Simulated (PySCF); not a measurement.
C₅H₁₀P₂.
Structure used (GFN2-xTB), in Å, numbered top down from 1:
```xyz
17
C5H10P2 angstrom
C     -1.3295    1.0036    2.8052
C     -1.3656    0.7937    1.6217
P     -1.5421    0.6239   -0.1303
C     -1.8619   -1.2066   -0.1616
C      0.2790    0.6610   -0.5671
C      1.1727   -0.3049    0.1938
P      2.9875   -0.0573   -0.1355
H     -1.2706    1.1560    3.8438
H     -2.9137   -1.3711    0.0663
H     -1.6628   -1.5869   -1.1624
H     -1.2562   -1.7394    0.5681
H      0.3498    0.4825   -1.6453
H      0.6043    1.6919   -0.3894
H      1.0216   -0.1989    1.2732
H      0.9483   -1.3422   -0.0692
H      2.8590    0.0815   -1.5179
H      2.9731    1.3254    0.0461
```

Computed, not measured: PySCF, TDDFT PBE0/def2-SVPD, vertical, gas phase, core orbitals frozen in the response.

Transition dipole moments from the ground state, in atomic units and in the frame of the coordinates above (overall signs are arbitrary), for the states with f of 0.002 or more among the lowest 7:

```json
{"state": "S1", "E (eV)": "5.252", "μx": "-0.452", "μy": "-0.201", "μz": "0.068"}
{"state": "S2", "E (eV)": "5.716", "μx": "-0.002", "μy": "0.290", "μz": "0.664"}
{"state": "S3", "E (eV)": "5.948", "μx": "-0.402", "μy": "-0.171", "μz": "0.465"}
{"state": "S4", "E (eV)": "6.388", "μx": "0.639", "μy": "-0.042", "μz": "-0.272"}
{"state": "S5", "E (eV)": "6.573", "μx": "-0.309", "μy": "0.099", "μz": "0.210"}
{"state": "S6", "E (eV)": "6.645", "μx": "-0.021", "μy": "0.020", "μz": "-0.415"}
{"state": "S7", "E (eV)": "6.739", "μx": "-0.150", "μy": "0.403", "μz": "0.319"}
```

Question: What oscillator strength does each state have?

Answer: f = (2/3) ΔE |μ|² with ΔE in hartree (27.2114 eV).

| state | \|μ\|² (au) | \|μ\| (D) | f |
| --- | --- | --- | --- |
| S1 | 0.250 | 1.27 | 0.032 |
| S2 | 0.525 | 1.84 | 0.074 |
| S3 | 0.406 | 1.62 | 0.059 |
| S4 | 0.484 | 1.77 | 0.076 |
| S5 | 0.149 | 0.98 | 0.024 |
| S6 | 0.173 | 1.06 | 0.028 |
| S7 | 0.287 | 1.36 | 0.047 |

Question: Which bond between heavy atoms lies closest to the direction of the S4 transition dipole?

Answer: P3–C5, at 11° from it; next C6–P7 at 17°.

Question: What angle do the transition dipoles of S3 and S4 make?

Answer: |cos θ| = |μa·μb| / (|μa| |μb|) = 0.85, so θ ≈ 32° (taken between 0 and 90°, since the signs are arbitrary).

One conformer stands for the species.
